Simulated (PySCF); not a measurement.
## Calculated data, CH$_{6}$BOSi, C$_{2}$H$_{6}$OSi

Calculation on a computer-drawn molecule: the log of a Hartree-Fock and frozen-core CCSD(T) single point meant for a local Hartree-Fock minimum, with one planted fault or none, to be diagnosed. Offsets are logged minus clean, where the clean run is the same molecule without the fault. The reference is restricted for singlets and unrestricted otherwise, and also for a bond in bohr or an excited solution. Adding or removing an electron swaps singlet and doublet. The excited solution moves the top pair (singlet) or top alpha electron (doublet) to the lowest empty orbital. Highest occupied and lowest empty are orbital energies over both spins, largest force is the largest gradient component, triples share is (T) over the correlation energy, the T1 limit is 0.02 restricted and 0.045 unrestricted, electrons count all cores, a negative frequency is imaginary (commonest isotopes), and the dipole is about the centre of nuclear charge. Program: PySCF 2.14.0.

Common to all runs: meant charge 0; meant basis cc-pV(D+d)Z; logged basis functions 95; logged SCF converged yes; logged CC converged yes; logged SCF stable within its kind yes; possible faults no fault, one electron removed, one electron added, multiplicity raised by two, geometry at a saddle point, SCF held on an excited solution, minimal basis STO-3G, one bond length entered in bohr, all coordinates scaled.

(1) CH$_{6}$BOSi

Logged structure:
```xyz
10
CH6BOSi
B      0.6804    -0.6610    -0.8317
C     -0.8271    -0.5836    -1.1677
O     -1.3624     0.6798    -1.5306
Si    -1.2930    -1.7620    -2.6002
H      1.2874    -1.6338    -0.4928
H     -1.3554    -0.9859    -0.2848
H     -0.8062     1.3665    -1.1949
H     -1.0098    -3.1630    -2.2092
H     -0.5113    -1.4280    -3.8124
H     -2.7336    -1.6080    -2.8885
```

* meant multiplicity: 2
* logged electrons: 39
* logged spin squared: 3.7686
* logged highest occupied: -6.6947 eV
* logged lowest empty: -2.3571 eV
* logged largest force: 0.12529 hartree/bohr
* logged T1 diagnostic: 0.040547
* logged D1 diagnostic: 0.25913
* logged triples share: 0.029364
* logged dipole magnitude: 3.2826 debye
* logged energy HF: -429.57563 hartree
* logged energy CCSD(T): -430.12902 hartree
* planted fault: multiplicity raised by two
* HF energy offset from clean run: 115.4 kcal/mol
* CCSD(T) energy offset from clean run: 116.9 kcal/mol

Drawn bonds:
```
atom  other atom  order
   1           2      1
   2           3      1
   2           4      1
   1           5      1
   2           6      1
   3           7      1
   4           8      1
   4           9      1
   4          10      1
```

(2) C$_{2}$H$_{6}$OSi

Logged structure:
```xyz
10
C2H6OSi
C     -0.0335     0.2407    -0.2280
C      1.4127    -0.2637    -0.1786
Si     2.2798    -0.4365    -1.8142
O      1.7101    -0.1258    -3.1656
H     -0.4527     0.3115     0.7775
H     -0.6655    -0.4292    -0.8125
H     -0.0921     1.2269    -0.6903
H      1.4741    -1.2440     0.3125
H      2.0403     0.3933     0.4383
H      3.6568    -0.9370    -1.6176
```

- meant multiplicity: 1
- logged electrons: 40
- logged spin squared: 0
- logged highest occupied: -11.322 eV
- logged lowest empty: 2.3023 eV
- logged largest force: 1.086e-05 hartree/bohr
- logged lowest frequency: 81.316 cm⁻¹
- logged T1 diagnostic: 0.017358
- logged D1 diagnostic: 0.067097
- logged triples share: 0.02971
- logged dipole magnitude: 4.5659 debye
- logged energy HF: -443.0328 hartree
- logged energy CCSD(T): -443.66347 hartree
- planted fault: ?

Drawn bonds:
```
atom  other atom  order
   1           2      1
   2           3      1
   3           4      2
   1           5      1
   1           6      1
   1           7      1
   2           8      1
   2           9      1
   3          10      1
```

To be estimated
1. Which fault was planted in the run of C$_{2}$H$_{6}$OSi (entry 2)?

## Answers
1. no fault

Further results for C$_{2}$H$_{6}$OSi (entry 2):

- HF energy offset from clean run: 0 kcal/mol
- CCSD(T) energy offset from clean run: 0 kcal/mol
